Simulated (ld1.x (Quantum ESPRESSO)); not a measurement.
**lanthanum (La): excitation energies, all-electron against TM semilocal**

lanthanum (La), norm-conserving Troullier–Martins (semilocal form), made with ld1.x (Quantum ESPRESSO) 7.5 (PBEsol, scalar-relativistic). Core [Kr] 4d10, reference 4f0 5s2 5p6 5d1 6s0 6p0 (charge +2). Waves: 5p (bound): rc 1.60 bohr; 5d (bound): rc 2.85 bohr; 4f (bound, empty): rc 1.90 bohr; 5s (bound): rc 1.80 bohr. Local part: the s channel. Core correction: Bessel-smoothed model core inside 1.45 bohr.

Energies are relative to the spin-unpolarised reference configuration 4f0 5s2 5p6 5d1 6s0 6p0; without spin polarisation the order of configurations can differ from experiment. Not all tests gave a result: 1 of 7 tests not solved or not reliable. Left out of the table: 4f0 5s2 5p6 5d1 6s0 6p2 (solver errors, printed error -20.3 eV).

```json
{"valence configuration": "4f0 5s2 5p6 5d1 6s2 6p0", "charge": "0", "ΔE all-electron (eV)": "-16.847", "error AE − PS (meV)": "+166"}
{"valence configuration": "4f0 5s2 5p6 5d1 6s1 6p0", "charge": "+1", "ΔE all-electron (eV)": "-10.847", "error AE − PS (meV)": "+115"}
{"valence configuration": "4f0 5s2 5p6 5d0 6s0 6p0", "charge": "+3", "ΔE all-electron (eV)": "18.908", "error AE − PS (meV)": "+0.1"}
{"valence configuration": "4f0 5s2 5p6 5d2 6s0 6p0", "charge": "+1", "ΔE all-electron (eV)": "-10.792", "error AE − PS (meV)": "-0.2"}
{"valence configuration": "4f0 5s2 5p6 5d1 6s1.5 6p0", "charge": "+0.5", "ΔE all-electron (eV)": "-14.431", "error AE − PS (meV)": "+146"}
{"valence configuration": "4f0 5s2 5p5 5d1 6s2 6p0", "charge": "+1", "ΔE all-electron (eV)": "10.135", "error AE − PS (meV)": "+319"}
```

Levels in the configuration 4f0 5s2 5p5 5d1 6s2 6p0:

```csv
level,all-electron (eV),pseudo (eV)
5s,-48.858,-48.616
5p,-31.845,-31.639
5d,-10.935,-10.799
6s,-9.698,-9.774
```

These tests converged, but a pseudo level misses the all-electron one widely, so the file describes the atom poorly there or has found another state: 4f0 5s2 5p6 5d0 6s0 6p0: empty 6p by 11.0 eV.
